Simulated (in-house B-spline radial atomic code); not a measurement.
Inner levels of iridium as electrons are removed. A shift is the extra binding of the orbital against the neutral atom ([Xe] 4f14 5d3/2(4) 5d5/2(3) 6s2). The density at the nucleus is averaged over the nuclear charge. Computed with a radial B-spline atomic code at the basis-set limit: Dirac-Hartree-Fock, jj configuration that fills j = l - 1/2 first, finite nuclei.

A number in brackets counts the electrons of a j subshell.

```csv
ion,configuration,shift of 2p3/2 (eV),shift of 1s1/2 (eV),shift of 2p1/2 (eV),radius of 2p3/2 (bohr),radius of 1s1/2 (bohr),radius of 2p1/2 (bohr),Σ<r²> (bohr²),change of density at nucleus (bohr⁻³)
Ir50+,[Ar] 3d3/2(4) 3d5/2(5),2750.47,2816.54,2764.31,0.068237,0.017436,0.06006,0.64852,-10397.5
Ir51+,[Ar] 3d3/2(4) 3d5/2(4),2915.24,2988.11,2934.44,0.068169,0.017436,0.06003,0.60848,-9630.6
Ir52+,[Ar] 3d3/2(4) 3d5/2(3),3082.03,3162.03,3106.77,0.0681,0.017436,0.059999,0.56957,-8848.43
Ir53+,[Ar] 3d3/2(4) 3d5/2(2),3250.84,3338.32,3281.31,0.068028,0.017436,0.059966,0.53176,-8051.02
Ir54+,[Ar] 3d3/2(4) 3d5/2(1),?,?,?,?,?,?,?,?
Ir55+,[Ar] 3d3/2(4),3594.51,3697.96,3636.96,0.06788,0.017437,0.059897,0.45929,-6410.19
Ir56+,[Ar] 3d3/2(3),3777.53,3887.12,3816.52,0.067814,0.017437,0.059826,0.42574,-5508.94
Ir57+,[Ar] 3d3/2(2),3962.74,4078.78,3998.18,0.067747,0.017437,0.059754,0.39312,-4590.83
Ir58+,[Ar] 3d3/2(1),4150.13,4272.95,4181.94,0.067677,0.017437,0.059681,0.36141,-3655.79
Ir59+,[Ne] 3s2 3p6,4339.7,4469.62,4367.79,0.067606,0.017437,0.059606,0.33056,-2703.8
Ir60+,[Ne] 3s2 3p1/2(2) 3p3/2(3),4508.67,4666.35,4544.56,0.0676,0.017435,0.059543,0.2911,-1661.69
Ir61+,[Ne] 3s2 3p1/2(2) 3p3/2(2),4679.06,4865,4722.86,0.067533,0.017433,0.05948,0.25235,-605.39
Ir62+,[Ne] 3s2 3p1/2(2) 3p3/2(1),4850.85,5065.59,4902.69,0.067465,0.017431,0.059416,0.21432,465.14
Ir63+,[Ne] 3s2 3p1/2(2),5024.04,5268.11,5084.06,0.067396,0.017429,0.059352,0.17698,1549.95
Ir64+,[Ne] 3s2 3p1/2(1),?,?,?,?,?,?,?,?
Ir65+,[Ne] 3s2,5403.85,5721.29,5455.22,0.067206,0.017423,0.059294,0.1129,-148.04
Ir66+,[Ne] 3s1,?,?,?,?,?,?,?,?
Ir67+,[He] 2s2 2p6,5761.56,6136.16,5820.74,0.067057,0.017421,0.059176,0.043599,-55528.1
Ir68+,[He] 2s2 2p1/2(2) 2p3/2(3),6114.39,6608.28,6189.43,0.066664,0.017412,0.058852,0.037749,-52791.7
```

(1) Fill in the row of Ir54+.

(2) Fill in the row of Ir64+.

(3) Fill in the row of Ir66+.

Results:

(1) shift of 2p3/2 (eV): 3421.67; shift of 1s1/2 (eV): 3516.96; shift of 2p1/2 (eV): 3458.04; radius of 2p3/2 (bohr): 0.067955; radius of 1s1/2 (bohr): 0.017437; radius of 2p1/2 (bohr): 0.059932; Σ<r²> (bohr²): 0.49501; change of density at nucleus (bohr⁻³): -7238.28.

(2) shift of 2p3/2 (eV): 5213.14; shift of 1s1/2 (eV): 5493.54; shift of 2p1/2 (eV): 5268.85; radius of 2p3/2 (bohr): 0.067302; radius of 1s1/2 (bohr): 0.017426; radius of 2p1/2 (bohr): 0.05935; Σ<r²> (bohr²): 0.14463; change of density at nucleus (bohr⁻³): 718.13.

(3) shift of 2p3/2 (eV): 5582.1; shift of 1s1/2 (eV): 5927.88; shift of 2p1/2 (eV): 5637.34; radius of 2p3/2 (bohr): 0.067132; radius of 1s1/2 (bohr): 0.017422; radius of 2p1/2 (bohr): 0.059235; Σ<r²> (bohr²): 0.077983; change of density at nucleus (bohr⁻³): -27579.8.
